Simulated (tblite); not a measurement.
Species: C₆H₁₅P₃.
Geometry (GFN2-xTB, Å), atoms numbered from 1 in this order:
```
atom  x, y, z in Å
C1    -3.577    0.107   -0.512
C2    -2.409    0.826    0.151
P3    -0.822    0.618   -0.800
C4    -0.415   -1.138   -0.325
C5     1.050   -1.450   -0.606
P6     2.153   -0.607    0.639
P7     4.027   -0.810   -0.436
C8     1.762    1.148    0.142
C9     0.298    1.464    0.425
H10   -3.689    0.433   -1.544
H11   -4.504    0.319    0.019
H12   -3.420   -0.969   -0.509
H13   -2.610    1.901    0.184
H14   -2.274    0.474    1.178
H15   -0.647   -1.302    0.733
H16   -1.051   -1.796   -0.926
H17    1.323   -1.134   -1.619
H18    1.229   -2.528   -0.525
H19    4.243   -2.098    0.048
H20    4.763   -0.243    0.603
H21    1.989    1.295   -0.919
H22    2.412    1.808    0.727
H23    0.124    2.541    0.332
H24    0.034    1.161    1.444
```

All values are computed: GFN2-xTB (tblite) harmonic vibrations without scaling, gas phase. Against measured fundamentals such values can be off by several per cent, at times by over 20. Modes of hydrogen on phosphorus can be 10 to 20 % off. One conformer, not necessarily the lowest.

Harmonic wavenumbers (cm⁻¹): 53.4, 73.2, 105.8, 127.8, 149.1, 163.9, 189.9, 200.7, 228.0, 272.3, 295.5, 314.8, 345.3, 405.1, 528.4, 642.7, 666.3, 668.2, 682.9, 702.6, 737.6, 754.8, 767.0, 793.0, 832.7, 852.4, 908.3, 992.7, 1014.4, 1048.3, 1053.3, 1057.7, 1075.6, 1084.6, 1121.4, 1126.3, 1151.7, 1225.1, 1243.5, 1251.6, 1254.2, 1256.6, 1264.6, 1409.9, 1424.6, 1433.8, 1438.9, 1445.3, 1447.4, 1498.4, 1502.1, 2253.7, 2315.5, 2908.8, 2912.4, 2913.7, 2917.2, 2923.4, 2923.5, 2925.5, 2932.2, 2933.7, 2943.4, 3017.5, 3027.5, 3034.3.

A = 2667, B = 477.9, C = 440.1 MHz; mass 180.039 u (most abundant isotopes); point group C1, symmetry number 1.

Problem. What is the zero-point energy?

Solution. Half the sum of the wavenumbers: 42583 cm⁻¹ = 121.75 kcal/mol.

Problem. What is S at 200 K and 1 bar for an ideal gas of classical rigid rotors and harmonic oscillators?

Solution. Translation 39.51, rotation 29.54, vibration 24.50: S = 93.6 cal/(mol K).

Problem. And Cp and H(200 K) − H(0)?

Solution. Cp = 35.29 cal/(mol K), of which vibrations give 27.34 (their classical limit is 66 R = 131.2); H(200 K) − H(0) = 4.36 kcal/mol without the zero-point energy, 2.77 from vibrations.

Problem. What must be added to the electronic energy to get the Gibbs energy at 200 K and 1 bar?

Solution. ZPE + [H(200 K) − H(0)] − T·S = 121.75 + 4.36 − 18.71 = 107.40 kcal/mol.

Problem. Which modes carry the vibrational entropy at 200 K?

Solution. 53.4 cm⁻¹: 3.90; 73.2 cm⁻¹: 3.28; 105.8 cm⁻¹: 2.58; 127.8 cm⁻¹: 2.22; 149.1 cm⁻¹: 1.94; 163.9 cm⁻¹: 1.77 cal/(mol K); the other 60 give 8.81 together.

Problem. Blend soft modes into free rotors: weight 1/[1 + (100 cm⁻¹/ν̃)⁴] for the oscillator and the rest for a rotor with moment μB/(μ + B), μ = h/(8π²ν), B = 10⁻⁴⁴ kg m². What vibrational entropy results?

Solution. 23.40 cal/(mol K) in place of 24.50, which changes −T·S at 200 K by +0.22 kcal/mol.

Problem. How do the functions run with temperature in this model?

Solution. 
```
 T (K)  S (cal/(mol K))  Cp (cal/(mol K))  H − H(0) (kcal/mol)  G − H(0) (kcal/mol)  ln q(vib)
   150             84.3              29.2                 2.75                -9.90       3.62
   250            102.1              41.7                 6.28               -19.25       7.10
298.15            110.0              48.1                 8.45               -24.35       8.76
   400            126.0              61.0                14.01               -36.38      12.25
   600            154.7              80.8                28.31               -64.51      18.96
   900            191.4              99.8                55.63              -116.59      28.43
```

q(vib) and H(0) count from the zero-point level.

Hindered rotation and anharmonicity are outside this model. Other conformers, if any are populated, would add a mixing term that is left out. The structure is chiral; the term R ln 2 for an equal mix with its mirror image is left out.
